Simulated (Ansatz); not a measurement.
Born–Oppenheimer molecular dynamics of CH8BNSi (12 atoms, charge 0, multiplicity 1). It starts from a relaxed structure.

These are results of Ansatz, RKS B3LYP-D4/STO-3G, not measurements.

```
ensemble                      : NVE (velocity Verlet)
time step                     : 1 fs
steps asked                   : 400
starting velocities drawn for : 1000 K
seed                          : 698256
```

First frame:

```xyz
12
Properties=species:S:1:pos:R:3
C -0.965 1.378 0.062
B 0.321 0.840 0.818
N 0.900 -0.391 0.518
Si 0.383 -1.584 -0.693
H -1.775 1.585 0.779
H -1.365 0.693 -0.700
H -0.747 2.336 -0.437
H 0.813 1.492 1.661
H 1.740 -0.665 1.070
H 0.237 -0.955 -1.985
H -0.874 -2.186 -0.305
H 1.408 -2.599 -0.752
```

Problem. How far do the bonds stretch over the last three quarters of this one trajectory? (Pairs bonded in most of those frames.)

Solution. 
| bond | mean (Å) | spread (Å) | shortest | longest |
| --- | --- | --- | --- | --- |
| C1–B2 | 1.593 | 0.033 | 1.53 | 1.67 |
| C1–H5 | 1.101 | 0.016 | 1.06 | 1.14 |
| C1–H6 | 1.105 | 0.030 | 1.05 | 1.16 |
| C1–H7 | 1.105 | 0.027 | 1.05 | 1.16 |
| B2–N3 | 1.403 | 0.034 | 1.31 | 1.48 |
| B2–H8 | 1.180 | 0.036 | 1.11 | 1.25 |
| N3–Si4 | 1.795 | 0.056 | 1.69 | 1.92 |
| N3–H9 | 1.053 | 0.049 | 0.98 | 1.13 |
| Si4–H10 | 1.449 | 0.021 | 1.41 | 1.49 |
| Si4–H11 | 1.451 | 0.022 | 1.40 | 1.50 |
| Si4–H12 | 1.450 | 0.036 | 1.39 | 1.51 |

Mean temperature of the second half: 530 K. The conserved energy stayed within 2.4 meV per atom of its start (net change 0.92 meV per atom), so the integration is sound. The temperature averaged 0.53 of the 1000 K drawn at the start: a run that starts near a minimum puts about half its kinetic energy into the potential. A run of 0.4 ps of so small a system gives no equilibrium averages. Limits of this set-up: minimal basis.

The run took 7.8 min on 1 thread of Arm Neoverse V2, on a shared host, peak memory 0.084 GiB.
